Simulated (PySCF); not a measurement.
Relaxation of doublet H2TcO2

Level of theory: UPBE/[Tc def2-SVP with ECP28, O def2-SVP, H def2-SVP], scalar-relativistic core potentials, density fitting, no spin–orbit coupling, PySCF. A (50,194) grid was used.

A hand-made tetrahedral start, of C2v symmetry, held to at least that symmetry:

```xyz
5
charge 0 multiplicity 2, angstrom
Tc    0.0000    0.0000    0.2319
O     0.0000    1.4453   -0.7899
O     0.0000   -1.4453   -0.7899
H     1.3065    0.0000    1.1556
H    -1.3065    0.0000    1.1556
```

Question: What forces act on the atoms at the start (eV/Å)?

Answer: 
```tsv
atom	Fx	Fy	Fz
Tc1	0.00	0.00	-7.25
O2	0.00	-2.48	2.98
O3	0.00	2.48	2.98
H4	0.67	0.00	0.64
H5	-0.67	0.00	0.64
```

Question: What does it relax to?

Answer: It ends at C2v with Tc–H 1.658 Å (×2), Tc–O 1.681 Å (×2); H–Tc–H 96.0°, H–Tc–O 108.2° (×4), O–Tc–O 124.5° (after a last refinement on a finer grid). A frequency run shows a minimum. Other isomers or separated fragments may lie lower.

Question: How much energy is released, and in how many steps?

Answer: 65.8 kJ/mol in 8 steps.

With open d or f shells other occupations or spin states may lie lower.
